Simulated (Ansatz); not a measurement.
Calculated with Ansatz (gas phase, PBE0-D4/def2-TZVP geometries, no zero-point term in ΔE). CCSD(T)/CBS adds triple-zeta CCSD(T) − MP2 to the extrapolated MP2 energy (def2 sets, frozen cores). Functionals use def2-TZVPP. One conformer a species, not always the lowest.

`BN([SiH3])C=C` → `CN1B[SiH]1C`  (isomerisation)

Question: Is it downhill or uphill in electronic energy at CCSD(T)/CBS, and by how much? (Estimate.)

Answer: The calculation gave: Uphill: ΔE = +5.4 kcal/mol.

Question: What do these levels give: B2PLYP, r2SCAN, MP2/def2-TZVPP, SCS-MP2/def2-TZVPP, CCSD(T)/def2-TZVPP, HF/def2-QZVPP? (Estimate.)

Answer: Computed: B2PLYP 5.9, r2SCAN 1.6, MP2/def2-TZVPP 4.5, SCS-MP2/def2-TZVPP 6.8, CCSD(T)/def2-TZVPP 6.0, HF/def2-QZVPP 13.7 kcal/mol.

Largest T1 diagnostic among the species: 0.013.

The D4 term adds +1.2 kcal/mol with B3LYP and +0.6 kcal/mol with PBE0; it sums over pairs of atoms, weighted by their polarisabilities, and B3LYP, whose exchange is more repulsive, gets the larger term. In def2-TZVPP, CCSD(T) changes the Hartree–Fock value by −7.6 kcal/mol (the triples alone add −0.5 kcal/mol) and MP2 by −9.1 kcal/mol.

B3LYP here is the variant with VWN-RPA as its local correlation; programs differ in this.
